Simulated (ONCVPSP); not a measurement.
## Transferability test, ONCV potential for molybdenum

molybdenum, optimised norm-conserving Vanderbilt (ONCV), made with ONCVPSP 4.0.1 (PW91, fully relativistic). Core [Ar] 3d10, reference 4s2 4p6 4d4 (charge +2). Waves: 4s: rc 1.75 bohr, ncon 3, nbas 8, qcut 7.9 1/bohr, 1 projector; 4p: rc 1.45 bohr, ncon 4, nbas 7, qcut 7.7 1/bohr, 1 projector; 4d: rc 2.50 bohr, ncon 3, nbas 8, qcut 7.4 1/bohr, 1 projector. Local part: polynomial inside 0.95 bohr (lpopt 2, dvloc0 3 Ha). Core correction: Teter function fitted to the true core (icmod 2), fcfact 0.75.

Open shells are filled in proportion to 2j + 1.

Energies are relative to the spin-unpolarised reference configuration 4s2 4p6 4d4; without spin polarisation the order of configurations can differ from experiment.

```
valence configuration  charge  ΔE all-electron (eV)  error AE − PS (meV)
      4s2 4p6 4d5 5s1       0               -22.466                 +471
          4s2 4p6 4d5      +1               -15.521                 +2.5
          4s2 4p6 4d3      +3                26.806                  +16
  4s2 4p6 4d4 5s1 5p1       0               -18.713                 +661
```

Levels in the configuration 4s2 4p6 4d4 5s1 5p1:

```
   level  all-electron (eV)  pseudo (eV)
4s j=1/2            -68.502      -67.982
4p j=3/2            -41.703      -41.267
4p j=1/2            -44.230      -43.779
4d j=5/2             -6.869       -6.572
4d j=3/2             -7.102       -6.801
5s j=1/2             -5.785       -6.252
5p j=3/2             -2.074       -2.006
5p j=1/2             -2.216       -2.147
```
